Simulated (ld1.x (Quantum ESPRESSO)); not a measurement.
Reading a pseudo-wave (phosphorus (P))

Columns: radius, all-electron u(r) and pseudo u(r) of the 3p shell (level -14.19 eV) of phosphorus in the configuration [Ne] 3s2 3p2; PBEsol, non-relativistic, ultrasoft scheme, ld1.x (Quantum ESPRESSO) 7.5.

```tsv
r (bohr)	all-electron	pseudo
0.088	0.1218	-0.0064
0.175	0.2640	-0.0252
0.262	0.3265	-0.0554
0.350	0.3120	-0.0961
0.438	0.2440	-0.1454
0.525	0.1464	-0.2003
0.612	0.0351	-0.2592
0.700	-0.0804	-0.3206
0.788	-0.1914	-0.3817
0.875	-0.2929	-0.4398
0.962	-0.3837	-0.4942
1.050	-0.4640	-0.5442
1.138	-0.5327	-0.5884
1.225	-0.5893	-0.6260
1.312	-0.6349	-0.6573
1.400	-0.6708	-0.6829
1.487	-0.6968	-0.7023
1.575	-0.7146	-0.7164
1.662	-0.7246	-0.7249
1.750	-0.7280	-0.7280
1.838	-0.7257	-0.7257
1.925	-0.7185	-0.7185
2.012	-0.7072	-0.7072
2.100	-0.6924	-0.6924
2.188	-0.6747	-0.6747
2.275	-0.6549	-0.6549
```

(1) How many radial nodes do the two functions have?

(2) At about which radius was the pseudo-wave matched?

(3) Where does each function peak?

(4) Is the pseudo-wave norm-conserving?

Answers

(1) The all-electron 3p function has n − l − 1 = 1; the pseudo-wave has 0, since the states of the same l below it are removed with the core.

(2) 1.75 bohr. The columns agree to 0.0005 from 1.66 bohr on; several derivatives are matched, so the curves merge somewhat inside the radius.

(3) Outermost all-electron maximum near 1.75 bohr, pseudo maximum near 1.75 bohr (to the table’s step).

(4) No, it belongs to an ultrasoft set: the norm inside the radius is not constrained, and the difference is carried by the augmentation charge.
